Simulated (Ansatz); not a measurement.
Ansatz results at the PBE0-D4/def2-TZVP geometry: size of the dipole moment (PBE/def2-TZVPP) 1.32 D; size of the dipole moment (ωB97M-V/def2-TZVPP) 1.57 D; size of the dipole moment (B3LYP/def2-TZVPP) 1.48 D.

Each molecule was computed in one conformer, which needn't be the lowest.

Task: Which molecule gave them?
A. `F[C](F)I`•
B. `[F][Sn]([Cl])[Br]`•
C. `F[SiH]I`•
D. `[CH3][Ge]([OH])[OH]`•

Result: D. The others give `F[SiH]I`•: 0.93, 1.13, 1.08; `F[C](F)I`•: 0.36, 0.60, 0.58; `[F][Sn]([Cl])[Br]`•: 2.15, 2.41, 2.37.

B3LYP here is the variant with VWN-RPA as its local correlation; programs differ in this.
